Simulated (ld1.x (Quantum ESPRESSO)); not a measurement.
**How hard is this Tl (Z = 81) TM potential?**

* Element: Tl (Z = 81)
* Generator: ld1.x (Quantum ESPRESSO) 7.5
* Type: norm-conserving Troullier–Martins (Kleinman–Bylander form)
* Functional: revPBE
* Relativity: non-relativistic
* Frozen core: [Xe] 4f14
* Valence charge: 13
* Reference configuration: 5d10 6s2 6p1
* Partial waves: 6p (bound): rc 3.30 bohr; 5d (bound): rc 1.10 bohr; 6s (bound): rc 2.10 bohr
* Local potential: the s channel
* Core correction: none

The pseudo-atom Hamiltonian at the reference potential is diagonalised in spherical Bessel functions j_l(qr) that vanish at 20 bohr, with q² up to the cutoff. All-electron valence levels (Ry): 6p -0.1847, 5d -1.3393, 6s -0.5450.

Question: How do the lowest levels (Ry) of each channel move with the cutoff, and are there ghosts?

Answer:

| cutoff (Ry) | p #1 | d #1 | s #1 | f #1 | f #2 | Σ f·Δε (mRy) |
| --- | --- | --- | --- | --- | --- | --- |
| 8 | -0.1844 | 0.0061 | -0.5360 | 0.0922 | 0.2130 | 13472.7 |
| 15 | -0.1847 | -0.3159 | -0.5409 | 0.0922 | 0.2130 | 10242.7 |
| 25 | -0.1847 | -1.0944 | -0.5442 | 0.0922 | 0.2130 | 2451.1 |
| 40 | -0.1847 | -1.3329 | -0.5449 | 0.0922 | 0.2130 | 64.4 |
| 60 | -0.1847 | -1.3381 | -0.5450 | 0.0922 | 0.2130 | 12.6 |
| 90 | -0.1847 | -1.3391 | -0.5450 | 0.0922 | 0.2130 | 2.4 |
| 120 | -0.1847 | -1.3392 | -0.5450 | 0.0922 | 0.2130 | 1.7 |
| 180 | -0.1847 | -1.3393 | -0.5450 | 0.0922 | 0.2130 | 0.3 |
| 400 | -0.1847 | -1.3393 | -0.5450 | 0.0922 | 0.2130 | 0.0 |

Result: no extra level below or beside the all-electron valence levels (p, d, s, f tested); 10 mRy is reached at 70 Ry and 1 mRy at 140 Ry.
